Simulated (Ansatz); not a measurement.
The cluster GeS₂. Charge 0, multiplicity 1. Geometry PBE0-D4/def2-TZVP; atoms count from 1.

```xyz
3

Ge    0.000    0.000    0.000
S    -1.281    1.170   -0.986
S     1.281   -1.170    0.986
```

The structure comes from a short search, and lower isomers may exist.

Estimate the Mulliken populations from the PBE0/def2-TZVP orbitals of Ansatz.


| atom | charge (e) |
| --- | --- |
| Ge1 | 0.56 |
| S2 | -0.28 |
| S3 | -0.28 |
Mulliken values depend strongly on the basis.

And the Mayer bond orders between heavy atoms (over 0.3)?

Ge1–S2 2.05 (1.99 Å); Ge1–S3 2.05 (1.99 Å).
